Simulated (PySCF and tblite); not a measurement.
The numbers below are computed, except where a source is named.
C₈H₁₁ClO, numbered as in [CH3:1][O:2][C@@H:3]1[C@H:4]2[CH:5]=[C:6]([Cl:7])[C@@H:8]1[CH2:9][CH2:10]2.

Level: PBE0-D3(BJ)/def2-SVP (IEF-PCM, cyclohexane)//GFN2-xTB, thermal terms from GFN2-xTB, symmetry numbers and mirror pairs counted. Conformers within 1.5 kcal/mol (GFN2-xTB free energy) were kept, 4 at most. Run with PySCF (density fitting) and tblite.

Torsions listed: C1–O2–C3–C4. The 5-ring runs over atoms 3–4–5–6–8. The 5-ring runs over atoms 3–4–10–9–8.

```json
{"conformer": "1", "shape": "5-ring envelope (ring torsions 34, 0, -34, 51, -52°); 5-ring envelope (ring torsions -37, 0, 36, -58, 58°); -79°", "symmetry": "C1"}
{"conformer": "2", "shape": "5-ring envelope (ring torsions 34, 0, -34, 51, -52°); 5-ring envelope (ring torsions -37, 0, 36, -58, 58°); -175°", "symmetry": "C1"}
```

**Question.** Which of these conformers is the most populated at 298.15 K, and with what share?

**Answer.** Conformer 2, about 57 %. The lead over the next is within the error of the method.

**Question.** Give the DFT energies and free energies relative to the lowest, and all weights.

**Answer.** 
```
conformer                                                                                                              shape  E(DFT) kcal/mol  G(298.15 K) kcal/mol  weight %
        1   5-ring envelope (ring torsions 34, 0, -34, 51, -52°); 5-ring envelope (ring torsions -37, 0, 36, -58, 58°); -79°             0.15                  0.16      43.2
        2  5-ring envelope (ring torsions 34, 0, -34, 51, -52°); 5-ring envelope (ring torsions -37, 0, 36, -58, 58°); -175°             0.00                  0.00      56.8
```

**Question.** How does its share change from 150 K to 450 K?

**Answer.** From 63 % to 55 %; the mixing entropy goes from 1.31 to 1.37 cal/(mol K).
